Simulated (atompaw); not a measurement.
## Plane-wave convergence, PAW (atompaw) potential for platinum (Pt)

Pt, PAW, made with atompaw 4.2.0.5 (PBE, scalar-relativistic). Core [Kr] 4d10 4f14 5s2, reference 5p6 5d7 6s0 6p0 (charge +3). Waves: 6s (bound, empty): rc 1.80 bohr; 6s channel at -1.7 Ry: rc 1.80 bohr; 5p (bound): rc 1.65 bohr; 6p (bound, empty): rc 1.80 bohr; 5d (bound): rc 1.50 bohr; 5d channel at -2.45 Ry: rc 1.50 bohr. Local part: troulliermartins scheme with l = 3 at -0.5 Ry, radius 1.65 bohr. Core correction: smooth core density matched at 1.10 bohr. Augmentation charge: sinc compensation charge, radius 1.65 bohr; PAW radius 1.80 bohr; waves and projectors: custom polynom vanderbiltortho.

The pseudo-atom Hamiltonian at the reference potential is diagonalised in spherical Bessel functions j_l(qr) that vanish at 20 bohr, with q² up to the cutoff. All-electron valence levels (Ry): 6s -2.3784, 5p -6.6772, 6p -1.7010, 5d -2.8492.

How do the lowest levels (Ry) of each channel move with the cutoff, and are there ghosts?

| cutoff (Ry) | s #1 | s #2 | s #3 | p #1 | p #2 | d #1 | f #1 | f #2 | Σ f·Δε (mRy) |
| --- | --- | --- | --- | --- | --- | --- | --- | --- | --- |
| 8 | -9.5233 | -2.2366 | -0.9464 | -4.6612 | -1.4144 | -1.9590 | -0.7070 | -0.4163 | 18327.2 |
| 12 | -10.1511 | -2.3576 | -0.9875 | -5.8913 | -1.6098 | -2.3228 | -0.7190 | -0.4224 | 8400.5 |
| 21 | -10.2837 | -2.3776 | -0.9945 | -6.6475 | -1.6992 | -2.7455 | -0.7284 | -0.4275 | 904.7 |
| 30 | -10.2863 | -2.3781 | -0.9947 | -6.6750 | -1.7004 | -2.8355 | -0.7316 | -0.4293 | 108.8 |
| 45 | -10.2956 | -2.3784 | -0.9948 | -6.6767 | -1.7009 | -2.8483 | -0.7337 | -0.4304 | 8.9 |
| 55 | -10.2969 | -2.3784 | -0.9948 | -6.6771 | -1.7009 | -2.8487 | -0.7341 | -0.4306 | 4.4 |
| 80 | -10.2970 | -2.3784 | -0.9948 | -6.6772 | -1.7010 | -2.8491 | -0.7344 | -0.4308 | 0.5 |
| 100 | -10.2970 | -2.3784 | -0.9948 | -6.6772 | -1.7010 | -2.8492 | -0.7344 | -0.4308 | 0.3 |
| 400 | -10.2970 | -2.3784 | -0.9948 | -6.6772 | -1.7010 | -2.8492 | -0.7344 | -0.4308 | 0.0 |

Result: ghost state, extra bound levels that the all-electron valence spectrum of the same l lacks: s at -140.1 eV (a true bound ghost makes a file unfit for plane-wave use); 10 mRy is reached at 45 Ry and 1 mRy at 80 Ry.
